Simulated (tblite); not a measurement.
Species: C3H4ClN3.
Atom-mapped SMILES: `[CH3:1][c:2]1[nH:3][n:4][n:5][c:6]1[Cl:7]` (hydrogens: H8, H9, H10 on C1; H11 on N3)

Computed with GFN2-xTB (tblite), gas phase: Langevin dynamics at 300 K from the optimised GFN2-xTB geometry, time step 0.5 fs, friction 0.01 fs⁻¹, 2000 steps. The instantaneous temperature is 2·E(kin)/(3Nk) with all 3N coordinates.

```json
{"t (fs)": "0", "T (K)": "263", "E(pot) above start (eV)": "0.000", "C1–C2 (Å)": "1.479", "C2–N3 (Å)": "1.354", "N3–N4 (Å)": "1.331", "N4–N5 (Å)": "1.275", "N5–C6 (Å)": "1.346", "C1–H8 (Å)": "1.087"}
{"t (fs)": "25", "T (K)": "189", "E(pot) above start (eV)": "0.186", "C1–C2 (Å)": "1.492", "C2–N3 (Å)": "1.365", "N3–N4 (Å)": "1.353", "N4–N5 (Å)": "1.273", "N5–C6 (Å)": "1.343", "C1–H8 (Å)": "1.137"}
{"t (fs)": "50", "T (K)": "176", "E(pot) above start (eV)": "0.233", "C1–C2 (Å)": "1.485", "C2–N3 (Å)": "1.359", "N3–N4 (Å)": "1.359", "N4–N5 (Å)": "1.272", "N5–C6 (Å)": "1.359", "C1–H8 (Å)": "1.041"}
{"t (fs)": "75", "T (K)": "239", "E(pot) above start (eV)": "0.128", "C1–C2 (Å)": "1.490", "C2–N3 (Å)": "1.386", "N3–N4 (Å)": "1.325", "N4–N5 (Å)": "1.286", "N5–C6 (Å)": "1.366", "C1–H8 (Å)": "1.077"}
{"t (fs)": "100", "T (K)": "207", "E(pot) above start (eV)": "0.302", "C1–C2 (Å)": "1.438", "C2–N3 (Å)": "1.358", "N3–N4 (Å)": "1.299", "N4–N5 (Å)": "1.297", "N5–C6 (Å)": "1.340", "C1–H8 (Å)": "1.157"}
{"t (fs)": "125", "T (K)": "328", "E(pot) above start (eV)": "0.244", "C1–C2 (Å)": "1.489", "C2–N3 (Å)": "1.378", "N3–N4 (Å)": "1.319", "N4–N5 (Å)": "1.282", "N5–C6 (Å)": "1.333", "C1–H8 (Å)": "1.139"}
{"t (fs)": "150", "T (K)": "250", "E(pot) above start (eV)": "0.436", "C1–C2 (Å)": "1.459", "C2–N3 (Å)": "1.382", "N3–N4 (Å)": "1.346", "N4–N5 (Å)": "1.286", "N5–C6 (Å)": "1.301", "C1–H8 (Å)": "1.055"}
{"t (fs)": "175", "T (K)": "486", "E(pot) above start (eV)": "0.261", "C1–C2 (Å)": "1.557", "C2–N3 (Å)": "1.395", "N3–N4 (Å)": "1.325", "N4–N5 (Å)": "1.275", "N5–C6 (Å)": "1.326", "C1–H8 (Å)": "1.058"}
{"t (fs)": "200", "T (K)": "195", "E(pot) above start (eV)": "0.491", "C1–C2 (Å)": "1.495", "C2–N3 (Å)": "1.321", "N3–N4 (Å)": "1.308", "N4–N5 (Å)": "1.283", "N5–C6 (Å)": "1.315", "C1–H8 (Å)": "1.153"}
{"t (fs)": "225", "T (K)": "334", "E(pot) above start (eV)": "0.297", "C1–C2 (Å)": "1.513", "C2–N3 (Å)": "1.339", "N3–N4 (Å)": "1.318", "N4–N5 (Å)": "1.264", "N5–C6 (Å)": "1.337", "C1–H8 (Å)": "1.181"}
{"t (fs)": "250", "T (K)": "315", "E(pot) above start (eV)": "0.372", "C1–C2 (Å)": "1.462", "C2–N3 (Å)": "1.356", "N3–N4 (Å)": "1.352", "N4–N5 (Å)": "1.266", "N5–C6 (Å)": "1.337", "C1–H8 (Å)": "1.057"}
{"t (fs)": "275", "T (K)": "179", "E(pot) above start (eV)": "0.324", "C1–C2 (Å)": "1.489", "C2–N3 (Å)": "1.355", "N3–N4 (Å)": "1.320", "N4–N5 (Å)": "1.256", "N5–C6 (Å)": "1.340", "C1–H8 (Å)": "1.026"}
{"t (fs)": "300", "T (K)": "221", "E(pot) above start (eV)": "0.178", "C1–C2 (Å)": "1.487", "C2–N3 (Å)": "1.346", "N3–N4 (Å)": "1.325", "N4–N5 (Å)": "1.262", "N5–C6 (Å)": "1.335", "C1–H8 (Å)": "1.105"}
{"t (fs)": "325", "T (K)": "250", "E(pot) above start (eV)": "0.145", "C1–C2 (Å)": "1.520", "C2–N3 (Å)": "1.355", "N3–N4 (Å)": "1.339", "N4–N5 (Å)": "1.261", "N5–C6 (Å)": "1.345", "C1–H8 (Å)": "1.115"}
{"t (fs)": "350", "T (K)": "235", "E(pot) above start (eV)": "0.286", "C1–C2 (Å)": "1.495", "C2–N3 (Å)": "1.363", "N3–N4 (Å)": "1.327", "N4–N5 (Å)": "1.243", "N5–C6 (Å)": "1.339", "C1–H8 (Å)": "1.060"}
{"t (fs)": "375", "T (K)": "274", "E(pot) above start (eV)": "0.245", "C1–C2 (Å)": "1.480", "C2–N3 (Å)": "1.365", "N3–N4 (Å)": "1.339", "N4–N5 (Å)": "1.250", "N5–C6 (Å)": "1.361", "C1–H8 (Å)": "1.087"}
{"t (fs)": "400", "T (K)": "324", "E(pot) above start (eV)": "0.247", "C1–C2 (Å)": "1.484", "C2–N3 (Å)": "1.342", "N3–N4 (Å)": "1.341", "N4–N5 (Å)": "1.273", "N5–C6 (Å)": "1.367", "C1–H8 (Å)": "1.099"}
{"t (fs)": "425", "T (K)": "195", "E(pot) above start (eV)": "0.292", "C1–C2 (Å)": "1.490", "C2–N3 (Å)": "1.356", "N3–N4 (Å)": "1.345", "N4–N5 (Å)": "1.259", "N5–C6 (Å)": "1.362", "C1–H8 (Å)": "1.100"}
{"t (fs)": "450", "T (K)": "228", "E(pot) above start (eV)": "0.268", "C1–C2 (Å)": "1.496", "C2–N3 (Å)": "1.370", "N3–N4 (Å)": "1.353", "N4–N5 (Å)": "1.272", "N5–C6 (Å)": "1.325", "C1–H8 (Å)": "1.082"}
{"t (fs)": "475", "T (K)": "415", "E(pot) above start (eV)": "0.189", "C1–C2 (Å)": "1.443", "C2–N3 (Å)": "1.350", "N3–N4 (Å)": "1.319", "N4–N5 (Å)": "1.289", "N5–C6 (Å)": "1.324", "C1–H8 (Å)": "1.075"}
{"t (fs)": "500", "T (K)": "242", "E(pot) above start (eV)": "0.439", "C1–C2 (Å)": "1.502", "C2–N3 (Å)": "1.363", "N3–N4 (Å)": "1.280", "N4–N5 (Å)": "1.314", "N5–C6 (Å)": "1.338", "C1–H8 (Å)": "1.143"}
{"t (fs)": "525", "T (K)": "298", "E(pot) above start (eV)": "0.245", "C1–C2 (Å)": "1.447", "C2–N3 (Å)": "1.345", "N3–N4 (Å)": "1.354", "N4–N5 (Å)": "1.288", "N5–C6 (Å)": "1.350", "C1–H8 (Å)": "1.121"}
{"t (fs)": "550", "T (K)": "268", "E(pot) above start (eV)": "0.309", "C1–C2 (Å)": "1.507", "C2–N3 (Å)": "1.345", "N3–N4 (Å)": "1.365", "N4–N5 (Å)": "1.293", "N5–C6 (Å)": "1.347", "C1–H8 (Å)": "1.014"}
{"t (fs)": "575", "T (K)": "312", "E(pot) above start (eV)": "0.171", "C1–C2 (Å)": "1.459", "C2–N3 (Å)": "1.354", "N3–N4 (Å)": "1.326", "N4–N5 (Å)": "1.300", "N5–C6 (Å)": "1.339", "C1–H8 (Å)": "1.096"}
{"t (fs)": "600", "T (K)": "185", "E(pot) above start (eV)": "0.362", "C1–C2 (Å)": "1.468", "C2–N3 (Å)": "1.398", "N3–N4 (Å)": "1.300", "N4–N5 (Å)": "1.285", "N5–C6 (Å)": "1.379", "C1–H8 (Å)": "1.162"}
{"t (fs)": "625", "T (K)": "264", "E(pot) above start (eV)": "0.358", "C1–C2 (Å)": "1.464", "C2–N3 (Å)": "1.378", "N3–N4 (Å)": "1.310", "N4–N5 (Å)": "1.293", "N5–C6 (Å)": "1.351", "C1–H8 (Å)": "1.131"}
{"t (fs)": "650", "T (K)": "283", "E(pot) above start (eV)": "0.411", "C1–C2 (Å)": "1.467", "C2–N3 (Å)": "1.395", "N3–N4 (Å)": "1.352", "N4–N5 (Å)": "1.282", "N5–C6 (Å)": "1.366", "C1–H8 (Å)": "1.053"}
{"t (fs)": "675", "T (K)": "153", "E(pot) above start (eV)": "0.333", "C1–C2 (Å)": "1.464", "C2–N3 (Å)": "1.358", "N3–N4 (Å)": "1.371", "N4–N5 (Å)": "1.305", "N5–C6 (Å)": "1.356", "C1–H8 (Å)": "1.083"}
{"t (fs)": "700", "T (K)": "204", "E(pot) above start (eV)": "0.282", "C1–C2 (Å)": "1.488", "C2–N3 (Å)": "1.345", "N3–N4 (Å)": "1.351", "N4–N5 (Å)": "1.314", "N5–C6 (Å)": "1.358", "C1–H8 (Å)": "1.114"}
{"t (fs)": "725", "T (K)": "202", "E(pot) above start (eV)": "0.335", "C1–C2 (Å)": "1.480", "C2–N3 (Å)": "1.347", "N3–N4 (Å)": "1.348", "N4–N5 (Å)": "1.291", "N5–C6 (Å)": "1.331", "C1–H8 (Å)": "1.108"}
{"t (fs)": "750", "T (K)": "323", "E(pot) above start (eV)": "0.270", "C1–C2 (Å)": "1.457", "C2–N3 (Å)": "1.371", "N3–N4 (Å)": "1.332", "N4–N5 (Å)": "1.289", "N5–C6 (Å)": "1.355", "C1–H8 (Å)": "1.065"}
{"t (fs)": "775", "T (K)": "230", "E(pot) above start (eV)": "0.362", "C1–C2 (Å)": "1.489", "C2–N3 (Å)": "1.397", "N3–N4 (Å)": "1.338", "N4–N5 (Å)": "1.257", "N5–C6 (Å)": "1.389", "C1–H8 (Å)": "1.112"}
{"t (fs)": "800", "T (K)": "295", "E(pot) above start (eV)": "0.218", "C1–C2 (Å)": "1.491", "C2–N3 (Å)": "1.381", "N3–N4 (Å)": "1.321", "N4–N5 (Å)": "1.282", "N5–C6 (Å)": "1.353", "C1–H8 (Å)": "1.095"}
{"t (fs)": "825", "T (K)": "267", "E(pot) above start (eV)": "0.388", "C1–C2 (Å)": "1.479", "C2–N3 (Å)": "1.361", "N3–N4 (Å)": "1.339", "N4–N5 (Å)": "1.307", "N5–C6 (Å)": "1.330", "C1–H8 (Å)": "1.054"}
{"t (fs)": "850", "T (K)": "401", "E(pot) above start (eV)": "0.218", "C1–C2 (Å)": "1.466", "C2–N3 (Å)": "1.365", "N3–N4 (Å)": "1.350", "N4–N5 (Å)": "1.278", "N5–C6 (Å)": "1.359", "C1–H8 (Å)": "1.099"}
{"t (fs)": "875", "T (K)": "373", "E(pot) above start (eV)": "0.327", "C1–C2 (Å)": "1.425", "C2–N3 (Å)": "1.346", "N3–N4 (Å)": "1.316", "N4–N5 (Å)": "1.254", "N5–C6 (Å)": "1.384", "C1–H8 (Å)": "1.130"}
{"t (fs)": "900", "T (K)": "338", "E(pot) above start (eV)": "0.354", "C1–C2 (Å)": "1.453", "C2–N3 (Å)": "1.379", "N3–N4 (Å)": "1.308", "N4–N5 (Å)": "1.241", "N5–C6 (Å)": "1.407", "C1–H8 (Å)": "1.073"}
{"t (fs)": "925", "T (K)": "345", "E(pot) above start (eV)": "0.327", "C1–C2 (Å)": "1.461", "C2–N3 (Å)": "1.388", "N3–N4 (Å)": "1.350", "N4–N5 (Å)": "1.232", "N5–C6 (Å)": "1.386", "C1–H8 (Å)": "1.069"}
{"t (fs)": "950", "T (K)": "173", "E(pot) above start (eV)": "0.528", "C1–C2 (Å)": "1.531", "C2–N3 (Å)": "1.384", "N3–N4 (Å)": "1.378", "N4–N5 (Å)": "1.251", "N5–C6 (Å)": "1.410", "C1–H8 (Å)": "1.141"}
{"t (fs)": "975", "T (K)": "373", "E(pot) above start (eV)": "0.315", "C1–C2 (Å)": "1.458", "C2–N3 (Å)": "1.337", "N3–N4 (Å)": "1.328", "N4–N5 (Å)": "1.270", "N5–C6 (Å)": "1.370", "C1–H8 (Å)": "1.087"}
{"t (fs)": "1000", "T (K)": "337", "E(pot) above start (eV)": "0.424", "C1–C2 (Å)": "1.490", "C2–N3 (Å)": "1.322", "N3–N4 (Å)": "1.296", "N4–N5 (Å)": "1.297", "N5–C6 (Å)": "1.368", "C1–H8 (Å)": "1.051"}
```

**Question.** From 500 fs on, how do temperature and potential energy compare with equipartition?

**Answer.** The mean temperature of these 21 frames is 279 K against the target 300 K, and the mean potential energy 0.33 eV against 27 × kT/2 = 0.35 eV for 27 classical harmonic modes. For 11 atoms in a canonical ensemble the temperature itself scatters by T·√(2/(3N)) = 74 K; here its standard deviation is 69 K. The whole run lasts only 10 friction times of 100 fs, so these averages carry a wide statistical error.

**Question.** What are the kinetic and total energies of the listed frame with the highest potential energy?

**Answer.** The one at 950 fs, 0.528 eV above the start. Its kinetic energy is 3NkT/2 = 0.246 eV at 173 K, so the sum is 0.77 eV; over the listed frames the sum runs from 0.37 to 0.95 eV, since the thermostat adds and removes energy.

**Question.** How much do the listed bonds fluctuate from 500 fs on?

**Answer.** 
```json
{"bond": "C1–C2", "at the start (Å)": "1.479", "mean (Å)": "1.474", "standard deviation (Å)": "0.023"}
{"bond": "C2–N3", "at the start (Å)": "1.354", "mean (Å)": "1.365", "standard deviation (Å)": "0.021"}
{"bond": "N3–N4", "at the start (Å)": "1.331", "mean (Å)": "1.334", "standard deviation (Å)": "0.025"}
{"bond": "N4–N5", "at the start (Å)": "1.275", "mean (Å)": "1.282", "standard deviation (Å)": "0.023"}
{"bond": "N5–C6", "at the start (Å)": "1.346", "mean (Å)": "1.363", "standard deviation (Å)": "0.022"}
{"bond": "C1–H8", "at the start (Å)": "1.087", "mean (Å)": "1.095", "standard deviation (Å)": "0.036"}
```

The motion is classical and holds no zero-point motion.

The cost below is that of the whole dynamics run. Rough CPU time on one thread of a shared machine: about 27 s.
